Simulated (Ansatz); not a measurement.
Computed with Ansatz on PBE0-D4/def2-TZVP structures; ΔE is electronic, products minus reactants. CCSD(T)/CBS is the MP2 limit (def2-TZVPP, def2-QZVPP) plus CCSD(T) − MP2 in def2-TZVPP, frozen cores. This one scheme is used for every species. DFT in def2-TZVPP. Elements past krypton have def2 core potentials. For I, In outer-core shells are correlated without core-valence functions, which leaves a few kJ/mol of doubt a bond. Each species was taken in one conformer, which may not be the lowest.

Reaction (ligand exchange at the In–S bond): `C[S][In]([F])[F]` + HI → `[F][In]([F])[I]` + CH₃SH

```json
{"species": "`C[S][In]([F])[F]`", "B97M-V energy (Eh)": "-827.96366"}
{"species": "HI", "B97M-V energy (Eh)": "-298.29099"}
{"species": "`[F][In]([F])[I]`", "B97M-V energy (Eh)": "-687.64687"}
{"species": "CH₃SH", "B97M-V energy (Eh)": "-438.62614"}
```

(1) Work out ΔE.

Largest T1 diagnostic among the species: 0.016.

Results:

(1) ΔE = (-687.64687) + (-438.62614) − (-827.96366) − (-298.29099) = -0.01836 Eh = -0.50 eV. CCSD(T)/CBS gives -0.57 eV.

From PBE to PBE0 (25 % exact exchange), in def2-TZVPP and without D4, ΔE moves by −0.06 eV. In def2-TZVPP, CCSD(T) changes the Hartree–Fock value by +0.22 eV (the triples alone add +0.03 eV) and MP2 by +0.19 eV. The D4 term adds +0.03 eV with B3LYP and +0.02 eV with PBE0; it sums over pairs of atoms, weighted by their polarisabilities, and B3LYP, whose exchange is more repulsive, gets the larger term.

B3LYP here is the variant with VWN-RPA as its local correlation; programs differ in this.
